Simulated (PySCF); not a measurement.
C₂H₈FNSi. Atoms are numbered in the order given.

```xyz
13

C      1.4818     1.2273     0.8175
C      0.8867     0.0274     0.0909
N      0.8107    -1.1182     0.9847
Si    -0.8729     0.4102    -0.4551
F     -1.5171    -0.9844    -1.0131
H      0.8989     1.4665     1.7208
H      2.5152     1.0149     1.1409
H      1.5210     2.1204     0.1740
H      1.4925    -0.1519    -0.8268
H      0.4312    -1.9301     0.5016
H      1.7372    -1.3796     1.3202
H     -1.7076     0.8760     0.6868
H     -0.8998     1.3999    -1.5719
```
Charge 0, spin multiplicity 1.

Geometry optimised at PBE0-D3(BJ)/def2-SVP. The structure was generated by enumeration; whether it is a known compound was not checked. The values are those of a single conformer.

These are TDA-B3LYP/def2-SVPD (PySCF) values and carry that method's errors.

Vertical excitations. 

| state | energy (eV) | λ (nm) | f | main pairs |
|---|---|---|---|---|
| S1 | 5.90 | 210 | 0.009 | HOMO→LUMO 96 % |
| S2 | 6.11 | 203 | 0.015 | HOMO→LUMO+1 93 % |
| S3 | 7.06 | 176 | 0.018 | HOMO→LUMO+3 95 % |
| S4 | 7.20 | 172 | 0.037 | HOMO→LUMO+2 95 % |
| S5 | 7.49 | 166 | 0.003 | HOMO−1→LUMO 93 % |
| S6 | 7.66 | 162 | 0.002 | HOMO→LUMO+4 77 %, HOMO→LUMO+6 13 % |
| S7 | 7.76 | 160 | 0.074 | HOMO→LUMO+5 87 % |
| S8 | 7.88 | 157 | 0.019 | HOMO→LUMO+6 78 %, HOMO→LUMO+4 12 % |
| S9 | 7.92 | 156 | 0.002 | HOMO−1→LUMO+1 92 % |
| S10 | 8.04 | 154 | 0.004 | HOMO−2→LUMO 98 % |
| T1 | 5.71 | 217 | 0 | HOMO→LUMO 69 %, HOMO→LUMO+1 27 % |
| T2 | 5.89 | 210 | 0 | HOMO→LUMO+1 66 %, HOMO→LUMO 28 % |
| T3 | 6.83 | 182 | 0 | HOMO→LUMO+3 89 % |
| T4 | 7.05 | 176 | 0 | HOMO→LUMO+2 85 % |
Triplets are in the Tamm–Dancoff approximation.
